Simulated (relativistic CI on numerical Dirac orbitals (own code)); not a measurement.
# Hyperfine structure of Re73+, mass number 187

Calculated at this level of theory: Dirac-Coulomb-Breit CI, orbitals from a KLI potential per configuration, QED by a radiative potential, unscaled Slater integrals (own radial code, finite nucleus).

Configurations in the expansion: 1s2, 1s 2s, 1s 2p, 1s 3s, 1s 3p, 1s 3d, 1s 4s, 1s 4p, 1s 4d, 1s 4f, 1s 5s, 1s 5p, 1s 5d, 1s 5f, 1s 5g, 1s 6s, 1s 6p, 1s 6d, 2s2. Levels of other configurations are missing.

Nuclear spin I = 5/2, μ = 3.209 μN, Q = 1.94 b (tables of Stone and Pyykkö). The electronic factors are computed for point nuclear moments, without core polarisation or the Bohr-Weisskopf and QED corrections.

```tsv
Level	E (eV)	A (GHz)	B (GHz)
1s 2s 3S_1	60745.2	130400	-0.117
1s 2p 3P°_1	60862.7	119000	-64.3
1s 2p 3P°_2	62537.2	57580	3690
1s 2p 1P°_1	62588.2	-55130	1890
1s 3s 3S_1	72523.5	118500	-0.136
1s 3p 3P°_1	72554.8	115200	-17.9
1s 3p 3P°_2	73053.4	57000	1170
1s 3d 3D_2	73063.1	56910	234
```

Levels with J = 0, under 50 % of one LS term, or S terms without an open s electron are left out. Small factors come from cancelling terms and can be off by tens of per cent or more.

At this charge energies of transitions that change n are usually good to better than 1 %, and those within a shell (Δn = 0) to a few per cent.

Q: Give the hyperfine levels of 1s 2s 3S_1 relative to its centre of gravity.

A: With K = F(F + 1) − I(I + 1) − J(J + 1), E = AK/2 + B[¾K(K + 1) − I(I + 1)J(J + 1)]/[2I(2I − 1)J(2J − 1)]: F = 3/2: -456300, F = 5/2: -130400, F = 7/2: 326000 GHz.

LS names give the leading component of a level, which can be under half, so a name can repeat, a term be missing and a line seem to break the LS rules.
